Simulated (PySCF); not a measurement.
Species: C4H8AlN.
SMILES: `C1#[N+][AlH2-][CH2]CC1`

Jobs on this species (14 atoms, 52 electrons) with PySCF (density fitting). Hardware of each: one thread, Arm Neoverse V2 (aarch64), on a shared host. The host was shared with other jobs, so the times are rough. Peak memory is the resident size of the whole Python process, interpreter and libraries included.

| level and settings | work | basis functions | SCF cycles | wall time | peak memory |
| --- | --- | --- | --- | --- | --- |
| delta-SCF UKS SCAN, pcX-1 on the ionised atom, pcseg-1 elsewhere, spin-free X2C | ΔSCF core ionisation, 7 holes | 150 | ? | ? | ? |
| delta-SCF UKS SCAN, pcX-2 on the ionised atom, pcseg-1 elsewhere, non-relativistic | ΔSCF core ionisation, 7 holes | 170 | 120 | 56 s | 0.63 GiB |
| PBE0-D3(BJ)/def2-SVP, grid level 1 | geometry optimisation from a GFN2-xTB start shaken at random | 128 | 65 | 54 s | 0.51 GiB |
| delta-SCF UKS SCAN, pcX-2 on the ionised atom, pcseg-1 elsewhere, spin-free X2C | ΔSCF core ionisation, 7 holes | 170 | 120 | 52 s | 0.61 GiB |
| delta-SCF UKS B3LYP, pcX-2 on the ionised atom, pcseg-1 elsewhere, spin-free X2C | ΔSCF core ionisation, 7 holes | 170 | 103 | 56 s | 0.74 GiB |
| delta-SCF UKS SCAN, def2-TZVP on the ionised atom, pcseg-1 elsewhere, spin-free X2C | ΔSCF core ionisation, 7 holes | 147 | 116 | 50 s | 0.50 GiB |
| delta-SCF UKS HF, pcX-2 on the ionised atom, pcseg-1 elsewhere, spin-free X2C | ΔSCF core ionisation, 7 holes | 170 | 112 | 34 s | 0.60 GiB |
| delta-SCF UKS PBE, pcX-2 on the ionised atom, pcseg-1 elsewhere, spin-free X2C | ΔSCF core ionisation, 7 holes | 170 | 112 | 32 s | 0.61 GiB |
| delta-SCF UKS PBE0, pcX-2 on the ionised atom, pcseg-1 elsewhere, spin-free X2C | ΔSCF core ionisation, 7 holes | 170 | 103 | 60 s | 0.74 GiB |

**Question.** Fill in the missing figures.

**Answer.** 
- delta-SCF UKS SCAN, pcX-1 on the ionised atom, pcseg-1 elsewhere, spin-free X2C; ΔSCF core ionisation, 7 holes: 47 s, 0.50 GiB, 118 SCF cycles

**Question.** What do all jobs in the table cost together?

**Answer.** About 7.3 min; the longest takes about 14 % of that, and about 1.9 times as long as the shortest.
